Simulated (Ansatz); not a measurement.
Ideal-gas functions of `[CH3][GeH2][Br]` at 500 K and 1 bar, from an Ansatz frequency run at PBE0-D4/def2-TZVP.

Molar mass 169.56 g/mol, point group Cs (symmetry number 1), electronic degeneracy 1, moments of inertia 47.942, 270.609, 308.931 u Å². Harmonic wavenumbers (cm⁻¹, unscaled): 134, 147, 301, 446, 611, 617, 700, 845, 865, 874, 1266, 1448, 1454, 2161, 2167, 3066, 3157, 3171.

Use S(trans) = R[1.5 ln M + 2.5 ln T − 1.1517]; rotational temperatures θ = 24.2544 K / I; S(rot) = R[ln(√π/σ · √(T³/θAθBθC)) + 1.5]; for each mode x = 1.438777 ν̃/T, S = R[x/(eˣ − 1) − ln(1 − e⁻ˣ)] and H = RT x/(eˣ − 1); 1 cm⁻¹ = 0.0119627 kJ/mol; R = 8.31446 J/(mol·K).

Question: By hand: the entropy, in J/(mol·K).

Answer: Translation 183.6. Rotation: θ = 0.5059, 0.0896, 0.0785 K, giving 118.2. Vibration, mode by mode: 16.29, 15.53, 9.76, 6.79, 4.62, 4.55, 3.77, 2.71, 2.59, 2.54, 1.03, 0.68, 0.67, 0.12, 0.12, 0.01, 0.01, 0.01, in all 71.8. Electronic 0.0. Sum 373.6 J/(mol·K).

Question: By hand: H − E and G − E in kJ/mol, counted from the electronic energy.

Answer: Zero-point energy ½ × 23430 × 0.0119627 = 140.1; thermal vibration 19.6; translation, rotation and pV give 4 RT = 16.6. H − E = 176.3 kJ/mol, and G − E = 176.3 − 500 × 373.6/1000 = -10.5 kJ/mol.

Vibration gives 19 % of the entropy, 31.8 J/(mol·K) of it from the modes under 150 cm⁻¹: soft modes count most, and the harmonic formula is weakest for them.
